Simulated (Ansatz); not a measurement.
`O[Si@@H](F)N[Si@@H](O)F` + `[NH2][GeH2][OH]` → `[OH][GeH2][NH][SiH](O)F` + `N[SiH](O)F`  (ligand exchange at the Si–N bond)

Computed with Ansatz on PBE0-D4/def2-TZVP structures; ΔE is electronic, products minus reactants. CCSD(T)/CBS is the MP2 limit (def2-TZVPP, def2-QZVPP) plus CCSD(T) − MP2 in def2-TZVPP, frozen cores. This one scheme is used for every species. Functionals use def2-TZVPP. For Ge outer-core shells are correlated without core-valence functions, which leaves a few kJ/mol of doubt a bond. Scalar relativity is left out up to krypton. One conformer a species, not always the lowest.

`O[Si@@H](F)N[Si@@H](O)F`:

Z-matrix (Å, degrees):
```
Si
F 1 1.594
N 1 1.715 2 107.2
O 1 1.623 2 112.6 3 120.2
H 1 1.471 2 105.9 3 -122.9
Si 3 1.701 1 128.9 2 130.0
H 3 1.012 1 116.6 2 -44.2
H 4 0.961 1 118.5 2 -77.4
O 6 1.628 3 106.0 1 -160.0
F 6 1.603 3 108.0 1 -40.5
H 6 1.476 3 115.8 1 75.8
H 9 0.958 6 118.7 3 -163.7
```

`[NH2][GeH2][OH]`:

Cartesian coordinates in Å:
```
N -1.183 0.731 0.157
Ge 0.495 0.040 0.042
O 0.371 -1.252 -1.176
H -1.862 0.200 0.681
H -1.241 1.708 0.401
H 1.038 -0.622 1.332
H 1.413 1.176 -0.444
H 0.968 -1.980 -0.992
```

`[OH][GeH2][NH][SiH](O)F`:

Z-matrix (Å, degrees):
```
Ge
N 1 1.819
O 1 1.799 2 103.6
H 1 1.536 2 109.1 3 -118.1
H 1 1.538 2 113.2 3 115.3
Si 2 1.714 1 125.4 3 -42.0
H 2 1.009 1 114.8 3 120.8
H 3 0.960 1 113.4 2 158.4
O 6 1.622 2 108.5 1 9.3
F 6 1.597 2 106.9 1 131.8
H 6 1.473 2 115.3 1 -111.7
H 9 0.970 6 114.9 2 30.3
```

`N[SiH](O)F`:

```xyz
8

N     0.352   -1.024   -0.484
Si   -0.343    0.234    0.423
O     0.441    1.636    0.156
F    -1.862    0.279   -0.064
H    -0.199   -1.819   -0.764
H     1.328   -1.256   -0.402
H    -0.368    0.099    1.890
H     0.651    1.851   -0.755
```

Problem. Is it downhill or uphill in electronic energy at CCSD(T)/CBS, and by how much? (Estimate.)

Solution. Ansatz gave: Downhill: ΔE = -17.1 kJ/mol.

Problem. What do these levels give: PBE-D4, ωB97M-V, HF/def2-TZVPP, MP2/def2-TZVPP, SCS-MP2/def2-QZVPP, MP2/CBS(def2)? (An estimate is asked.)

Solution. Computed: PBE-D4 -17.0, ωB97M-V -17.1, HF/def2-TZVPP -11.0, MP2/def2-TZVPP -18.7, SCS-MP2/def2-QZVPP -16.2, MP2/CBS(def2) -17.9 kJ/mol.

Largest T1 diagnostic among the species: 0.012.

In def2-TZVPP, CCSD(T) changes the Hartree–Fock value by −6.9 kJ/mol (the triples alone add −1.1 kJ/mol) and MP2 by −7.7 kJ/mol.
